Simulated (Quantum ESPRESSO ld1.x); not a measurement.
Results of a calculation; reference values are marked as such.
Q: The mean radii <r> (bohr) of the occupied orbitals of an atom or ion are listed with their occupations. Level of theory: Dirac Kohn-Sham, relativistic LDA (MacDonald-Vosko exchange, VWN5 correlation), spin-unpolarised, spherical densities, point nucleus (ld1.x of Quantum ESPRESSO 7.5).

orbital     occ.      <r>
1s1/2          2  0.01586
2s1/2          2  0.06604
2p1/2          2  0.05412
2p3/2          4  0.06311
3s1/2          2   0.1716
3p1/2          2   0.1621
3p3/2          4   0.1784
3d3/2          4   0.1548
3d5/2          6   0.1597
4s1/2          2   0.3763
4p1/2          2   0.3766
4p3/2          4   0.4104
4d3/2          4   0.4120
4d5/2          6   0.4227
4f5/2    5.14286   0.4251
4f7/2    6.85714   0.4306
5s1/2          2   0.8115
5p1/2          2   0.8573
5p3/2          4   0.9394
5d3/2          4    1.115
5d5/2          6    1.149
6s1/2          2    1.928
6p1/2          1    2.219
6p3/2          2    2.451

Name the element and its charge. Open shells, if any, are shared by 2j + 1.

A: Z = 83, bismuth, charge +2: Bi2+ in [Xe] 4f12 5d10 6s2 6p3. The 1s radius gives Z: for a bare nucleus <r> = (2 gamma + 1)/(2Z) with gamma = sqrt(1 - (Z/c)^2), 0.01561 bohr for Z = 83, and screening makes it slightly larger (0.01586 here). The occupations add up to 81, and the charge is Z minus that.
